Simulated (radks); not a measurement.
Values are calculated unless marked as measured or tabulated.
All-electron atom: Tm54+ in [Ne] 3s2 3p3.

Level of theory: non-relativistic Kohn-Sham, r2SCAN, spin-polarised, spherical densities, point nucleus; open shells are filled with parallel spins first (spin-orbit coupling, left out, can overturn this in heavy ions); meta-GGA in the generalised Kohn-Sham scheme; relativity is left out, which matters for an element this heavy (a radial shooting solver on a logarithmic mesh with Libxc functionals).

Energy parts (eV):
total: -269890.46
kinetic: 269872.22
electron-nucleus: -563982.70
Hartree: 27940.28
exchange-correlation: -3720.25

Orbitals (lengths in bohr, moments of r in powers of bohr; <r^-3> diverges for s and p1/2):
orbital,occ.,eigenvalue (eV),<r^2>,<r>,<1/r>,<r^-3>
1s up,1,-59124.79,0.0006449,0.02197,68.46,-
1s down,1,-59110.16,0.0006447,0.02196,68.47,-
2s up,1,-12722.20,0.009874,0.09186,16.23,-
2s down,1,-12716.28,0.009853,0.09178,16.24,-
2p up,3,-12370.92,0.007299,0.07774,16.20,11660
2p down,3,-12357.91,0.007296,0.07774,16.19,11640
3s up,1,-5192.953,0.05352,0.2171,6.803,-
3s down,1,-5150.544,0.05387,0.2179,6.766,-
3p up,3,-5055.612,0.04857,0.2054,6.742,3012
3p down,0,-5011.533,0.04884,0.2060,6.725,2998

The highest occupied level is 3p up at -5055.6 eV. The density falls to 0.001 e/bohr^3 at r = 0.62 bohr. The electron density at the nucleus is 2.351e+05 e/bohr^3. Spin moment in Bohr magnetons: 3. The spin density at the nucleus is 6.55 e/bohr^3 (1s -34.65, 2s 3.46, 3s 37.74).
